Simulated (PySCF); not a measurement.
**Chlorine: a sound run and one with changed settings**

Sound run: Cl²⁺ [Ne] 3s2 3p3, Cl³⁺ [Ne] 3s2 3p2. Computed with PySCF 2.14 in def2-SVP, with no relativity, point nucleus. The sound run starts from symmetry-adapted Hartree-Fock orbitals and uses a fine grid where one is needed.

A second run was set up differently.

```json
{"species": "Cl²⁺", "method": "UHF", "sound run (hartree)": "-458.05079", "changed run (hartree)": "-458.04922", "converged": "no"}
{"species": "Cl²⁺", "method": "BP86", "sound run (hartree)": "-458.66420", "changed run (hartree)": "-458.65354", "converged": "no"}
{"species": "Cl²⁺", "method": "M06-2X", "sound run (hartree)": "-458.61924", "changed run (hartree)": "-458.61617", "converged": "no"}
{"species": "Cl³⁺", "method": "UHF", "sound run (hartree)": "-456.62025", "changed run (hartree)": "-456.61603", "converged": "no"}
{"species": "Cl³⁺", "method": "BP86", "sound run (hartree)": "-457.20972", "changed run (hartree)": "-457.20241", "converged": "no"}
{"species": "Cl³⁺", "method": "M06-2X", "sound run (hartree)": "-457.17060", "changed run (hartree)": "-457.16891", "converged": "no"}
```

(1) What was changed?
A. radial grid too coarse
B. minimal basis
C. all electrons correlated in a valence basis
D. too few SCF iterations

Results:

(1) D. It used initial guess minao, at most 2 SCF cycles. The SCF was stopped early; the energies are upper bounds that still move, and correlated levels were skipped or rest on poor orbitals.
